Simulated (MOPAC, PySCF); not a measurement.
[Nb(Cl)5], neutral singlet in the gas phase. 

Cartesian coordinates (Å):
```xyz
6

Nb    -0.0033    -0.0001    -0.0011
Cl    -0.1796    -1.3174     1.8642
Cl     0.0059    -0.9658    -2.0781
Cl     0.1622     2.2753     0.2107
Cl    -2.3325     0.1792    -0.0936
Cl     2.3262    -0.1771     0.0921
```
Charge 0, multiplicity 1.

All levels are single points at this geometry (BP86-D3(BJ)/def2-SVP); Pople sets use spherical d functions. Orbital energies aren't observables, and empty levels follow the basis.

B3LYP-D3(BJ)/def2-TZVP in PySCF gives gap (eV) = 4.30.

### Question
Estimate the gap (eV) from each of these levels: PBE-D3(BJ)/def2-TZVP in PySCF; TPSSh-D3(BJ)/def2-TZVP in PySCF; B3LYP/LANL2DZ in PySCF; BP86/6-31G* (LANL2DZ on Nb) in PySCF; SVWN5/6-31G* (LANL2DZ on Nb) in PySCF; HF/6-31G* (LANL2DZ on Nb) in PySCF; PM6 in MOPAC; PM7 in MOPAC.

### Answer

```
level                                  gap (eV)
-------------------------------------  --------
PBE-D3(BJ)/def2-TZVP in PySCF              2.82
TPSSh-D3(BJ)/def2-TZVP in PySCF            3.69
B3LYP/LANL2DZ in PySCF                     3.94
BP86/6-31G* (LANL2DZ on Nb) in PySCF       2.57
SVWN5/6-31G* (LANL2DZ on Nb) in PySCF      2.57
HF/6-31G* (LANL2DZ on Nb) in PySCF        10.32
PM6 in MOPAC                               8.79
PM7 in MOPAC                               9.28
```
